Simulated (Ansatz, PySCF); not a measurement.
Ga(OH) (GaHO), SMILES [OH][Ga] (connectivity only; charge and spin as stated), neutral, multiplicity 1.

Geometry: PBE-D3(BJ)/def2-TZVP. The geometry has at least one imaginary mode, so it is a saddle point at that level.

Vertical ionisation energy (IE) and electron affinity (EA) in eV. Rows of orbital energies are one-electron estimates. Where ΔSCF, EOM or ADC give a negative EA the extra electron is unbound and the value depends on the basis.

```
level                                                                         IE     EA
-------------------------------------------------------------------------  -----  -----
−ε(HOMO), −ε(LUMO), M06-2X/def2-TZVPD (PySCF)                               8.26   0.21
−ε(HOMO), −ε(LUMO), CAM-B3LYP/def2-TZVPD (PySCF)                            8.88   0.05
−ε(HOMO), −ε(LUMO), PBE/def2-TZVPD (PySCF)                                  6.60   1.62
ADC(2)/aug-cc-pVDZ (PySCF)                                                  9.48  -0.50
ΔSCF, CAM-B3LYP/def2-TZVPD (Ansatz), final states of multiplicity 2 and 2  10.27  -0.76
ΔSCF, PBE/def2-TZVPD (Ansatz), final states of multiplicity 2 and 2        10.13  -0.74
```

What vertical singlet–triplet gap does ΔSCF give with CAM-B3LYP/def2-TZVPD (Ansatz, a first-principles code) and with PBE/def2-TZVPD (Ansatz)? (Estimate from the structure and the level; the computed values follow.)

4.29 and 4.26 eV (triplet above singlet where positive).

Beyond the first one, list the lowest photoelectron lines from ADC(2)/aug-cc-pVDZ (PySCF 2.14.0) with their pole strengths (two spins summed). (The exact figures need the calculation; the answer reports its results.)

9.53 eV (1.68), 9.53 eV (1.68), 15.77 eV (1.69).
